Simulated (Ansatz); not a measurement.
Calculated with Ansatz (gas phase, PBE0-D4/def2-TZVP geometries, no zero-point term in ΔE). CCSD(T)/CBS is the MP2 limit (def2-TZVPP, def2-QZVPP) plus CCSD(T) − MP2 in def2-TZVPP, frozen cores. This one scheme is used for every species. DFT in def2-TZVPP. B3LYP here is the variant with VWN-RPA as its local correlation; programs differ in this. One conformer a species, not always the lowest.

Consider the ligand exchange at the Si–O bond: `O[SiH](Cl)O[Si](O)(F)F` + HCl → `O[SiH](Cl)O[Si](F)(F)Cl` + H₂O.

Is it downhill or uphill in electronic energy at CCSD(T)/CBS, and by how much? (An estimate is asked.)

Ansatz gave: Uphill: ΔE = +0.27 eV.

What do these levels give: r2SCAN-D4, B3LYP-D4, PBE, PBE0, B3LYP, HF/def2-TZVPP, CCSD(T)/def2-TZVPP, HF/def2-QZVPP, SCS-MP2/def2-QZVPP, HF/CBS(def2), MP2/CBS(def2), CCSD/CBS(def2)? (Best estimate.)

The calculation gave: r2SCAN-D4 0.28, B3LYP-D4 0.29, PBE 0.23, PBE0 0.25, B3LYP 0.32, HF/def2-TZVPP 0.38, CCSD(T)/def2-TZVPP 0.33, HF/def2-QZVPP 0.38, SCS-MP2/def2-QZVPP 0.28, HF/CBS(def2) 0.38, MP2/CBS(def2) 0.22, CCSD/CBS(def2) 0.28 eV.

Largest T1 diagnostic among the species: 0.011.

The D4 term adds −0.03 eV with B3LYP and −0.02 eV with PBE0; it sums over pairs of atoms, weighted by their polarisabilities, and B3LYP, whose exchange is more repulsive, gets the larger term. In def2-TZVPP, CCSD(T) changes the Hartree–Fock value by −0.05 eV (the triples alone add −0.01 eV) and MP2 by −0.10 eV.
